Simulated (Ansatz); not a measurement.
Results of the Gaussian-basis code of Ansatz.

Basis-set series for GeH4O3 (`[OH][GeH]([OH])[OH]`). Total charge 0; spin multiplicity 1. All single points use the PBE0-D4/def2-TZVP geometry. It is one conformer, not always the lowest.

```tsv
functional	basis	functions	energy (Eh)	HOMO (eV)	LUMO (eV)
PBE0-D4	def2-SVP	94	-2304.21427	-8.66	0.71
PBE0-D4	def2-TZVPP	197	-2304.77203	-8.92	0.23
ωB97M-V	def2-SVP	94	-2304.52479	-11.06	2.51
ωB97M-V	def2-TZVPP	197	-2305.08843	-11.35	1.84
```

Task: Give the rows for def2-QZVPP. (Estimate.)

Result: The calculation gave: 
```tsv
functional	basis	functions	energy (Eh)	HOMO (eV)	LUMO (eV)
PBE0-D4	def2-QZVPP	380	-2304.83143	-8.99	-0.05
ωB97M-V	def2-QZVPP	380	-2305.14593	-11.42	1.35
```

Positive LUMOs are unbound and depend on the basis. Scalar relativity is left out up to krypton.
